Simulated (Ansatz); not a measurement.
The cluster Rb2F3⁻, relaxed as a singlet with RKS PBE0-D4/def2-SVPD in Ansatz, starting from the GFN1-xTB geometry. Force threshold 0.02 eV/Å.

In the def2 sets Rb takes a core potential; there is no spin–orbit coupling. The structure comes from a short search, and lower isomers may exist.

Start:

| atom | x (Å) | y (Å) | z (Å) |
| --- | --- | --- | --- |
| Rb1 | -2.181 | -0.033 | -1.445 |
| Rb2 | 1.021 | 0.017 | 0.621 |
| F3 | -1.858 | 0.114 | 0.840 |
| F4 | 0.104 | -0.179 | -1.915 |
| F5 | 2.914 | 0.081 | 1.899 |

(1) Estimate the energy that the relaxation releases and the steps that it takes.

(2) Does the start keep its bonding and symmetry?

(3) Predict the relaxed structure.

Results:

(1) 0.37 eV, in 4 steps; 11 s on 2 threads of Arm Neoverse V2 on a shared host. No frequencies were taken in this run, so the end may be a saddle point.

(2) By distances, no bond broke or formed. The bond that changes most is Rb2–F5, from 2.28 to 2.54 Å (atoms count from 1). Point group Cs at the start, Cs at the end, both within 0.05 Å.

(3) 
Cartesian coordinates in Å:
```
Rb -2.237 -0.043 -1.486
Rb 0.906 0.011 0.609
F -1.875 0.133 0.969
F 0.171 -0.189 -2.088
F 3.036 0.087 1.997
```
Bond lengths (bridged metal pairs left out): 5 × F–Rb 2.49 to 2.81 Å.
